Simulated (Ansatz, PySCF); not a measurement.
This PySCF input computes a SVWN5/def2-TZVPD energy:

```python
from pyscf import gto, scf, dft

mol = gto.M(
    atom='''
    P    -0.00000000   -0.00000000   -1.01169731
    P     0.00000000    0.00000000    0.86001478
    H     0.00000000    0.00000000    2.27523807
    ''',
    basis='def2-tzvpd',
    charge=1,
    spin=0,
    verbose=4,
)

mf = dft.RKS(mol, xc='svwn').density_fit(auxbasis='def2-universal-jkfit')
mf.grids.level = 3
mf.conv_tol = 1e-9
mf.max_cycle = 100
mf.max_memory = 1500
mf.kernel()
if not mf.converged:
    mf = mf.newton()
    mf.kernel(mf.make_rdm1())
mf.analyze()
```

Task: Write an input for the same energy in Ansatz (a first-principles code) and say what it gives.

Result: 
Ansatz 0.2 input:
```yaml
crystal:
  periodic: [false, false, false]
  atoms:
    - {symbol: P, position_ang: [-0.00000000, -0.00000000, -1.01169731]}
    - {symbol: P, position_ang: [0.00000000, 0.00000000, 0.86001478]}
    - {symbol: H, position_ang: [0.00000000, 0.00000000, 2.27523807]}
basis:
  gaussian:
    orbitals: def2-TZVPD
hamiltonian:
  xc: {name: SVWN5}
total_charge: 1
output: {forces: true}
```
It gives -680.43834 Eh, and PySCF -680.43836 Eh, a difference of 0.02 mEh, from the treatment of integrals and grids.

It need not be the lowest isomer of its formula.
